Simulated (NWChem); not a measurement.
System: CH₂NO cation; SMILES N=C=[OH+]

Here is an NWChem input.

```
start job
memory heap 200 mb stack 900 mb global 1100 mb
charge 1
geometry units angstroms noautosym nocenter noautoz
  N     -0.030223     1.189583     0.000000
  C     -0.017029     0.042236     0.000000
  O     -0.119776    -1.188185     0.000000
  H     -0.038786     2.206435     0.000000
  H      0.701977    -1.725205     0.000000
end
basis spherical
  * library def2-svp
end
dft
  xc pbe0
  iterations 150
end
cosmo
  do_cosmo_smd true
  solvent propnol2
end
task dft energy
```

Excerpt of the output:

```
             Northwest Computational Chemistry Package (NWChem) 7.3.0
             --------------------------------------------------------

                             Geometry "geometry" -> ""
                             -------------------------

 Output coordinates in angstroms (scale by  1.889725989 to convert to a.u.)

  No.       Tag          Charge          X              Y              Z
 ---- ---------------- ---------- -------------- -------------- --------------
    1 N                    7.0000    -0.03022300     1.18958300     0.00000000
    2 C                    6.0000    -0.01702900     0.04223600     0.00000000
    3 O                    8.0000    -0.11977600    -1.18818500     0.00000000
    4 H                    1.0000    -0.03878600     2.20643500     0.00000000
    5 H                    1.0000     0.70197700    -1.72520500     0.00000000

 Effective nuclear repulsion energy (a.u.)      66.0938934296

                                 NWChem DFT Module
                                 -----------------

 Summary of "ao basis" -> "ao basis" (spherical)
 ------------------------------------------------------------------------------
       Tag                 Description            Shells   Functions and Types
 ---------------- ------------------------------  ------  ---------------------
 N                          def2-svp                 6       14   3s2p1d
 C                          def2-svp                 6       14   3s2p1d
 O                          def2-svp                 6       14   3s2p1d
 H                          def2-svp                 3        5   2s1p

 in cosmo_initialize ...
 calling solv_data for solv:propnol2

 solvent parameters
 solvname_short: propnol2
 solvname_long:  2-propanol
 dielec:       19.2640
 dielecinf:     1.8978
 nonaqueous SMD model solvent descriptors
 dielec:       19.2640
 sola:          0.3300
 solb:          0.5600
 solc:          0.0000
 solg:         30.1300
 solh:          0.0000
 soln:          1.3776

          ---------------
          -cosmo- solvent
          ---------------
 Cosmo: York-Karplus, doi: 10.1021/jp992097l
 dielectric constant -eps-     =  19.26
 screen = (eps-1)/(eps    )    =   0.94809
 surface charge correction     = lagrangian

   van der Waals surface
 --------------------------

 ---------- ATOMIC COORDINATES (A.U.) ------------ VDWR(ANG.) --
     1   -0.05711319    2.24798591    0.00000000     1.890
     2   -0.03218014    0.07981447    0.00000000     1.850
     3   -0.22634382   -2.24534407    0.00000000     1.700
     4   -0.07329491    4.16955756    0.00000000     1.200
     5    1.32654418   -3.26016472    0.00000000     1.200
 number of segments per atom =        128
 number of   points per atom =        128
 atom (   nspa,  nppa )
 ----------------------
    1 (     84,     0 )       0
    2 (     60,     0 )       0
    3 (     74,     0 )       0
    4 (     42,     0 )       0
    5 (     60,     0 )       0
 number of -cosmo- surface points =      320
 molecular surface =     73.932 angstrom**2
 molecular volume  =     49.769 angstrom**3
 -lineq- algorithm             =   0
 -bem- low  level              =   3
 -bem- from -octahedral-
 gaussian surface charge width =   4.50000
 degree of switching           =   1.00000
 switching function tolerance  =   0.00010
 atomic radii =
 --------------
    1  7.000  1.890
    2  6.000  1.850
    3  8.000  1.700
    4  1.000  1.200
    5  1.000  1.200
 ...... end of -cosmo- initialization ......

 nat:                     5
 ixmem:                  1509
 calling mnsol_interface()
 G(SMD-CDS) energy (kcal/mol)  =     3.237
 SMD-CDS SASA (angstrom**2)    =    87.320

            General Information
            -------------------
          SCF calculation type: DFT
          Wavefunction type:  closed shell.
          No. of atoms     :     5
          No. of electrons :    22
           Alpha electrons :    11
            Beta electrons :    11
          Charge           :     1
          Spin multiplicity:     1
          Use of symmetry is: off; symmetry adaption is: off
          Maximum number of iterations: 150
          AO basis - number of functions:    52
                     number of shells:    24
          Convergence on energy requested:  1.00D-06
          Convergence on density requested:  1.00D-05
          Convergence on gradient requested:  5.00D-04

              XC Information
              --------------
                         PBE0 Method XC Functional
                     Hartree-Fock (Exact) Exchange  0.250
          PerdewBurkeErnzerhof Exchange Functional  0.750
            Perdew 1991 LDA Correlation Functional  1.000 local
           PerdewBurkeErnz. Correlation Functional  1.000 non-local

             Grid Information
             ----------------
          Grid used for XC integration:  medium
          Radial quadrature: Mura-Knowles
          Angular quadrature: Lebedev.
          Tag              B.-S. Rad. Rad. Pts. Rad. Cut. Ang. Pts.
          ---              ---------- --------- --------- ---------
          N                   0.65       49           9.0       434
          C                   0.70       49           8.0       434
          O                   0.60       49          10.0       434
          H                   0.35       45          11.0       434
          Grid pruning is: on
          Number of quadrature shells:   237
          Spatial weights used:  Erf1

      Superposition of Atomic Density Guess
      -------------------------------------

 Sum of atomic energies:        -167.55870401

 Renormalizing density from      23.00 to     22

      Non-variational initial energy
      ------------------------------

 Total energy =    -164.046591
 1-e energy   =    -342.650264
 2-e energy   =     112.509779
 HOMO         =      -0.834898
 LUMO         =      -0.325434

   convergence    iter        energy       DeltaE   RMS-Dens  Diis-err
 ---------------- ----- ----------------- --------- --------- ---------
     COSMO gas phase
 d= 0,ls=0.0,diis     1   -168.5061861907 -2.35D+02  2.13D-02  1.42D+00
 d= 0,ls=0.0,diis     2   -168.4286463468  7.75D-02  1.33D-02  2.18D+00
 d= 0,ls=0.0,diis     3   -168.6247535476 -1.96D-01  3.65D-03  7.39D-02
 d= 0,ls=0.0,diis     4   -168.6305741628 -5.82D-03  1.54D-03  2.56D-02
 d= 0,ls=0.0,diis     5   -168.6331204628 -2.55D-03  3.68D-04  1.17D-03
  Resetting Diis
 d= 0,ls=0.0,diis     6   -168.6332466287 -1.26D-04  3.34D-05  1.12D-05
 d= 0,ls=0.0,diis     7   -168.6332478065 -1.18D-06  1.16D-05  3.07D-07
 d= 0,ls=0.0,diis     8   -168.6332477821  2.44D-08  7.42D-06  5.59D-07

   convergence    iter        energy       DeltaE   RMS-Dens  Diis-err
 ---------------- ----- ----------------- --------- --------- ---------
     COSMO solvation phase
 d= 0,ls=0.0,diis     1   -168.7448645231 -1.12D-01  1.78D-03  3.79D-03
 d= 0,ls=0.0,diis     2   -168.7455217548 -6.57D-04  5.03D-04  1.30D-03
 d= 0,ls=0.0,diis     3   -168.7455741218 -5.24D-05  2.74D-04  6.86D-04
 d= 0,ls=0.0,diis     4   -168.7456405039 -6.64D-05  8.05D-05  4.90D-05
 d= 0,ls=0.0,diis     5   -168.7456453219 -4.82D-06  2.68D-05  9.72D-06
 d= 0,ls=0.0,diis     6   -168.7456463109 -9.89D-07  3.91D-06  5.51D-08

         Total DFT energy =     -168.745646310851
      One electron energy =     -348.457762312666
           Coulomb energy =      139.493053282006
    Exchange-Corr. energy =      -21.118171483456
 Nuclear repulsion energy =       66.093893429635

             COSMO energy =       -4.756659226370

 Numeric. integr. density =       22.000000062779

                                COSMO-SMD solvation results
                                ---------------------------

             internal energy in gas <Psi(g)|H|Psi(g)> =      -168.633247782142
         internal energy in solvent <Psi(s)|H|Psi(s)> =      -168.632404386671
                               delta internal energy  =         0.000843395472 (    0.53 kcal/mol)
   total free energy in solvent <Psi(s)|H+V/2|Psi(s)> =      -168.750805592328
 polarization energy contribution <Psi(s)|V/2|Psi(s)> =        -0.118401205658 (  -74.30 kcal/mol)
    total free energy in solvent including G(SMD-CDS) =      -168.745646310851
                       G(SMD-CDS) energy contribution =         0.005159281477 (    3.24 kcal/mol)
     1 M fixed-concentration free energy of solvation =        -0.112398528709 (  -70.53 kcal/mol)

                       DFT Final Molecular Orbital Analysis
                       ------------------------------------

 Vector    9  Occ=2.000000D+00  E=-5.640700D-01
              MO Center= -6.5D-02, -3.9D-01, -4.7D-12, r^2= 1.4D+00
   Bfn.  Coefficient  Atom+Function         Bfn.  Coefficient  Atom+Function
  ----- ------------  ---------------      ----- ------------  ---------------
    34      0.455770  3 O  pz                20      0.386364  2 C  pz
    37      0.275206  3 O  pz                 6     -0.249735  1 N  pz
    23      0.133678  2 C  pz                 9      0.120627  1 N  pz

 Vector   10  Occ=2.000000D+00  E=-4.460821D-01
              MO Center= -7.8D-02,  3.6D-01,  3.3D-11, r^2= 1.8D+00
   Bfn.  Coefficient  Atom+Function         Bfn.  Coefficient  Atom+Function
  ----- ------------  ---------------      ----- ------------  ---------------
     4      0.477685  1 N  px                 7     -0.310048  1 N  px
    32      0.308814  3 O  px                18     -0.289253  2 C  px
    35      0.199082  3 O  px                31     -0.144578  3 O  s
    48      0.141144  5 H  s                 30     -0.104605  3 O  s
    21     -0.092820  2 C  px                33      0.081043  3 O  py

 Vector   11  Occ=2.000000D+00  E=-4.201690D-01
              MO Center= -5.7D-02,  1.9D-01, -2.4D-10, r^2= 1.9D+00
   Bfn.  Coefficient  Atom+Function         Bfn.  Coefficient  Atom+Function
  ----- ------------  ---------------      ----- ------------  ---------------
     6      0.467717  1 N  pz                34      0.429313  3 O  pz
     9     -0.318460  1 N  pz                37      0.308228  3 O  pz
    20     -0.188175  2 C  pz                25     -0.058654  2 C  d -1
    23     -0.054910  2 C  pz

 Vector   12  Occ=0.000000D+00  E=-3.674847D-02
              MO Center=  7.2D-02,  1.9D-01,  3.2D-11, r^2= 1.9D+00
   Bfn.  Coefficient  Atom+Function         Bfn.  Coefficient  Atom+Function
  ----- ------------  ---------------      ----- ------------  ---------------
    18      0.595220  2 C  px                21      0.551309  2 C  px
     7     -0.505666  1 N  px                 4      0.408204  1 N  px
    49     -0.262797  5 H  s                 48     -0.253645  5 H  s
    22     -0.172106  2 C  py                36     -0.151992  3 O  py
    32     -0.150714  3 O  px                17      0.133626  2 C  s

 Vector   13  Occ=0.000000D+00  E=-6.430014D-03
              MO Center= -2.5D-02,  2.6D-01,  2.0D-09, r^2= 1.6D+00
   Bfn.  Coefficient  Atom+Function         Bfn.  Coefficient  Atom+Function
  ----- ------------  ---------------      ----- ------------  ---------------
    20      0.621998  2 C  pz                23      0.612552  2 C  pz
     9     -0.516694  1 N  pz                 6      0.398603  1 N  pz
    37     -0.315036  3 O  pz                34     -0.298351  3 O  pz
    47     -0.034259  4 H  pz                11     -0.033181  1 N  d -1

 Vector   14  Occ=0.000000D+00  E= 1.499337D-02
              MO Center=  3.9D-01, -4.4D-01, -2.1D-09, r^2= 3.8D+00
   Bfn.  Coefficient  Atom+Function         Bfn.  Coefficient  Atom+Function
  ----- ------------  ---------------      ----- ------------  ---------------
    17     -1.258274  2 C  s                  3      1.193368  1 N  s
    49     -0.705290  5 H  s                 31      0.605964  3 O  s
    44     -0.445263  4 H  s                 22     -0.349309  2 C  py
    30      0.289600  3 O  s                  2      0.233898  1 N  s
    35      0.217573  3 O  px                 8     -0.205786  1 N  py

     Multipole analysis of the density
     ---------------------------------

     L   x y z        total         alpha         beta         nuclear
     -   - - -        -----         -----         ----         -------
     0   0 0 0      1.000000    -11.000000    -11.000000     23.000000

     1   1 0 0      0.732185      0.941280      0.941280     -1.150374
     1   0 1 0      0.267246      0.552909      0.552909     -0.838572
     1   0 0 1      0.000000      0.000000      0.000000      0.000000

     2   2 0 0    -10.168894     -6.186442     -6.186442      2.203991
     2   1 1 0     -2.746727     -0.633994     -0.633994     -1.478740
     2   1 0 1     -0.000000     -0.000000     -0.000000      0.000000
     2   0 2 0     -0.394882    -52.076817    -52.076817    103.758751
     2   0 1 1      0.000000      0.000000      0.000000      0.000000
     2   0 0 2    -11.334954     -5.667477     -5.667477      0.000000
```

Level: PBE0/def2-SVP, SMD on the gas-phase geometry. The geometry was optimised at PBE0/def2-SVP. Solvent: 2-propanol.
